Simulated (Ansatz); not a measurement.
`[OH][Ge]([F])([F])[SH]` → `[OH][Ge]([F])[F]`• + `[SH]`• at 500 K and 1 bar (homolysis of the Ge–S bond).

Gas-phase electronic energies from Ansatz, PBE0-D4/def2-TZVP geometries. CCSD(T)/CBS adds triple-zeta CCSD(T) − MP2 to the extrapolated MP2 energy (def2 sets, frozen cores). This one scheme is used for every species. Open shells (•) are unrestricted, without spin–orbit coupling. For Ge outer-core shells are correlated without core-valence functions, which leaves a few kJ/mol of doubt a bond. Scalar relativity is left out up to krypton. One conformer a species, not always the lowest.

| species | CCSD(T)/CBS energy (Eh) | H − E (kJ/mol) | S (J/(mol·K)) |
| --- | --- | --- | --- |
| `[OH][Ge]([F])([F])[SH]` | -2749.98567 | 119.7 | 422.2 |
| `[OH][Ge]([F])[F]`• | -2351.52800 | 79.7 | 362.3 |
| `[SH]`• | -398.31908 | 30.7 | 213.0 |

H − E and S are ideal-gas, rigid-rotor, harmonic terms from PBE0-D4/def2-TZVP, for one conformer and one mirror image of each species, with the whole ground term of open shells counted as degenerate. 1 Eh = 2625.50 kJ/mol, R = 8.31446 J/(mol·K).

**Question.** By hand: ΔE, ΔH, ΔS and ΔG.

**Answer.** ΔE = (-2351.52800) + (-398.31908) − (-2749.98567) = 0.13859 Eh = 363.9 kJ/mol. Δ(H − E) = 79.7 + 30.7 − 119.7 = -9.3, so ΔH = 354.6 kJ/mol. ΔS = 362.3 + 213.0 − 422.2 = 153.1 J/(mol·K). ΔG = 354.6 − 500 × (153.1)/1000 = 278.1 kJ/mol.

**Question.** By hand: the equilibrium constant, and the temperature at which ΔG would vanish if ΔH and ΔS stayed fixed.

**Answer.** log₁₀ K = −ΔG/(RT ln 10) = -29.1. ΔG = 0 at ΔH/ΔS = 2316 K.

The number of gas molecules changes by +1, which sets the sign of ΔS. A doubt of 5 kJ/mol in ΔE shifts log₁₀ K by 0.5 here. Other conformers and mirror images would add mixing entropy, several J/(mol·K) or more a flexible species. These are equilibria of isolated gas molecules and say nothing of rates. Largest T1 diagnostic: 0.015 (customary marks: 0.02 for closed shells, 0.045 for open ones).
